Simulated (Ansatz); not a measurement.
`S[SiH2][GaH2]` + `BO` → `BO[SiH2]S` + `[GaH3]` at 500 K and 1 bar (cleavage of the Si–Ga bond).

Calculated with Ansatz (gas phase, PBE0-D4/def2-TZVP geometries, no zero-point term in ΔE). CBS: MP2 limit from def2 TZ/QZ plus the TZ coupled-cluster correction, frozen cores. This one scheme is used for every species. For Ga outer-core shells are correlated without core-valence functions, which leaves a few kJ/mol of doubt a bond. Scalar relativity is left out up to krypton. One conformer a species, not always the lowest.

```
        species  CCSD(T)/CBS energy (Eh)  H − E (kJ/mol)  S (J/(mol·K))
`S[SiH2][GaH2]`              -2613.80410           147.9          411.1
           `BO`               -101.80414           113.6          256.0
    `BO[SiH2]S`               -789.92994           182.2          397.3
       `[GaH3]`              -1925.70545            69.3          243.1
```

H − E and S are ideal-gas, rigid-rotor, harmonic terms from PBE0-D4/def2-TZVP, for one conformer and one mirror image of each species. 1 Eh = 2625.50 kJ/mol, R = 8.31446 J/(mol·K).

Task: By hand: ΔE, ΔH, ΔS and ΔG.

Result: ΔE = (-789.92994) + (-1925.70545) − (-2613.80410) − (-101.80414) = -0.02715 Eh = -71.3 kJ/mol. Δ(H − E) = 182.2 + 69.3 − 147.9 − 113.6 = -10.0, so ΔH = -81.3 kJ/mol. ΔS = 397.3 + 243.1 − 411.1 − 256.0 = -26.7 J/(mol·K). ΔG = -81.3 − 500 × (-26.7)/1000 = -68.0 kJ/mol.

Task: By hand: the equilibrium constant, and the temperature at which ΔG would vanish if ΔH and ΔS stayed fixed.

Result: log₁₀ K = −ΔG/(RT ln 10) = 7.1. ΔG = 0 at ΔH/ΔS = 3045 K, far beyond where these terms or the molecules hold.

ΔH outweighs TΔS. A doubt of 5 kJ/mol in ΔE shifts log₁₀ K by 0.5 here. Other conformers and mirror images would add mixing entropy, several J/(mol·K) or more a flexible species. Modes under 60 cm⁻¹, often nearly free rotors, make the harmonic entropy too high. These are equilibria of isolated gas molecules and say nothing of rates. Largest T1 diagnostic: 0.014 (customary marks: 0.02 for closed shells, 0.045 for open ones).
